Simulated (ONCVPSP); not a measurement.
## What the settings do to the ONCV potential of Sc

Base potential:

ONCVPSP 4.0.1 input, shortened (lines: element, Z, core and valence counts, functional; n l f; lmax; l rc ep ncon nbas qcut; lloc lpopt rc5 dvloc0; l nproj debl; icmod fcfact rcfact), PBE, fully relativistic:

```
  Sc 21.00    3    2        4      upf
    1    0    2.00
    2    0    2.00
    2    1    6.00
    3    0    2.00
    3    1    6.00
    3
    0    1.30    0.00    5    8    7.80
    1    1.30    0.00    4    9    8.60
    2    1.20    0.06    4    7    9.10
    3    1.20    0.14    4    7    8.30
    3    5    1.20    0.00
    0    3    3.30
    1    2    0.70
    2    2    1.50
    3    0    1.40
    1    0.25    0.00
```

Open shells are filled in proportion to 2j + 1.

In the p channel the program set the typed energies aside and used -2.367, 0.250 Ha (j = l + 1/2; the other j can differ). In the d channel the program set the typed energies aside and used 0.050, 1.550 Ha (j = l + 1/2; the other j can differ).

All-electron outer shells of the reference configuration (PBE, scalar-relativistic, ld1.x):

| shell | level (eV) | outermost node (bohr) | outermost maximum (bohr) |
| --- | --- | --- | --- |
| 3p | -64.60 | 0.39 | 0.96 |

Cutoffs, loose and tight: the cutoffs (Ha) at which the residual kinetic energy of the hardest occupied pseudo-wave falls to 1 and 0.1 mHa per electron. They do not see the model core or the augmentation charge, which bear on the density cutoff. Test errors are all-electron minus pseudo excitation energies from the reference, over the configurations 3s2 3p6 3d1 4s2; 3s2 3p6 3d1 4s1; 3s2 3p6 3d1; 3s2 3p6 3d1 4p2. A dash means not determined; rows that change the core or the reference have their own tests. The largest error is taken over the tests solved by every variant that gives reliable tests at all: 3s2 3p6 3d1; 3s2 3p6 3d1 4p2; 3s2 3p6 3d1 4s1.

| change | outcome | cutoff, loose | cutoff, tight | bound ghosts | GHOST(+) flags above zero | largest test error (meV) |
| --- | --- | --- | --- | --- | --- | --- |
| base | generated, projector energies reset by the program | 29 Ha | 81 Ha | none | s | +17 |
| p: qcut 11 | generated, projector energies reset by the program | 31 Ha | 81 Ha | none | s | +16 |
| core correction Teter function fitted to the true core (icmod 2), fcfact 0.2 | generated, projector energies reset by the program | 29 Ha | 81 Ha | none | s | +17 |
| p: nbas 8 | generated, projector energies reset by the program | 29 Ha | 81 Ha | none | s | +17 |
| s: qcut 11.2 | failed: ERROR pspot: first pseudo wave function has node, program will stop | – | – | – | – | – |
| d: rc 1.22 | generated, projector energies reset by the program | 29 Ha | 81 Ha | none | s | +18 |
| s: qcut 6; p: qcut 6.6; d: qcut 7; f: qcut 6.4 | generated, projector energies reset by the program | 80 Ha | 98 Ha | none | none | +31 |
| scalar-relativistic | generated, projector energies reset by the program | 29 Ha | 81 Ha | none | s | +17 |

Problem. What comes out with this change to the base: all radii but the core radius scaled by about 1.11 (s 1.44, p 1.44, d 1.34, f 1.34 bohr)?

Solution. outcome: generated, projector energies reset by the program; cutoff, loose: 26 Ha; cutoff, tight: 42 Ha; bound ghosts: none; GHOST(+) flags above zero: s; largest test error (meV): +24.

Problem. What comes out with this change to the base: reference 3s2 3p6 3d1 4s1.75; waves 3s+4s: rc 1.30 bohr, ncon 5, nbas 8, qcut 7.8 1/bohr, 3 projectors, debl 3.3 Ha; 3d: rc 1.20 bohr, ncon 4, nbas 7, qcut 9.1 1/bohr, 2 projectors, debl 1.5 Ha?

Solution. outcome: generated, projector energies reset by the program; cutoff, loose: 44 Ha; cutoff, tight: 111 Ha; bound ghosts: none; GHOST(+) flags above zero: s; largest test error (meV): +3.5.

Problem. What comes out with this change to the base: d: rc 1.4?

Solution. outcome: generated, projector energies reset by the program; cutoff, loose: 29 Ha; cutoff, tight: 81 Ha; bound ghosts: none; GHOST(+) flags above zero: s; largest test error (meV): +26.
